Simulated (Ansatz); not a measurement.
C₄H₆Cl₂O₄Si, SMILES `CC(=O)O[Si](Cl)(Cl)OC(C)=O`, relaxed with RKS PBE0-D4/def2-TZVP in the Gaussian-basis code of Ansatz from a PBE-D4/def2-SVP geometry. The force threshold is 0.005 eV/Å; the program also tests the step.

The species carries charge 0 and has multiplicity 1.

Start:

```xyz
17

C    -1.187    1.758    2.148
C    -0.487    0.554    1.585
O    -0.971   -0.541    1.393
O     0.823    0.840    1.272
Si    1.789   -0.249    0.415
Cl    3.320    0.878   -0.339
Cl    2.524   -1.693    1.663
O     1.018   -1.087   -0.832
C     0.071   -0.501   -1.642
C    -0.549   -1.511   -2.565
O    -0.199    0.679   -1.573
H    -1.275    2.521    1.348
H    -0.588    2.207    2.963
H    -2.192    1.475    2.507
H     0.239   -2.044   -3.133
H    -1.255   -1.012   -3.251
H    -1.081   -2.273   -1.959
```

```
         step  energy (eV)  largest force (eV/Å)  largest move (Å)
            1  -45344.6271                 1.410             0.000
            2  -45344.7472                 0.611             0.050
            3  -45344.7682                 0.184             0.030
            4  -45344.7692                 0.231             0.019
            5  -45344.7712                 0.195             0.023
            6  -45344.7726                 0.044             0.012
            7  -45344.7728                 0.017             0.006
            8  -45344.7729                 0.009             0.007
            9  -45344.7730                 0.006             0.017
           10  -45344.7730                 0.007             0.020
           11  -45344.7730                 0.005             0.011
12 (rejected)  -45344.7730                 0.025             0.022
           13  -45344.7731                 0.009             0.011
14 (rejected)  -45344.7731                 0.025             0.009
           15  -45344.7731                 0.007             0.004
           16  -45344.7731                 0.004             0.002
```

End:

```xyz
17

C    -1.171    1.735    2.143
C    -0.498    0.538    1.566
O    -0.989   -0.540    1.393
O     0.791    0.807    1.227
Si    1.759   -0.231    0.397
Cl    3.268    0.896   -0.326
Cl    2.493   -1.654    1.624
O     1.008   -1.042   -0.821
C     0.092   -0.484   -1.656
C    -0.544   -1.510   -2.530
O    -0.146    0.688   -1.647
H    -1.216    2.514    1.379
H    -0.585    2.128    2.975
H    -2.174    1.474    2.471
H     0.224   -2.078   -3.058
H    -1.218   -1.030   -3.235
H    -1.095   -2.213   -1.902
```

Run time 48 s (4 threads of an AMD EPYC 7R13 on a shared host and a share of an NVIDIA H100 80 GB); peak host memory 1.1 GiB.
